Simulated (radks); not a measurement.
Species: Be III. Configuration: 1s1 2p1 (not the ground configuration). Calculated with a radial shooting solver on a logarithmic mesh with Libxc functionals: non-relativistic Kohn-Sham, TPSS, spin-polarised, spherical densities, point nucleus; open shells are filled with parallel spins first; meta-GGA in the generalised Kohn-Sham scheme.

Radial electron density D(r) = 4 pi r^2 rho(r):

r (bohr)  D(r) (e/bohr)
0.01679         0.06261
0.0205          0.09066
0.02484          0.1286
0.0301           0.1809
0.03648          0.2524
0.04455          0.3529
0.05398          0.4804
0.06541          0.6436
0.07925          0.8456
0.0968            1.096
0.1173            1.366
0.1421            1.645
0.1722            1.900
0.2103            2.096
0.2548            2.169
0.3088            2.096
0.3741            1.874
0.457             1.529
0.5537            1.173
0.6709           0.8816
0.8129           0.7075
0.9929           0.6419
1.203            0.6263
1.458            0.5818
1.766            0.4721
2.157            0.3081
2.614            0.1609
3.167           0.06450
3.838           0.01863
4.687          0.003288
5.68          0.0003724

D(r) has 1 maximum, at r = 0.257 bohr.
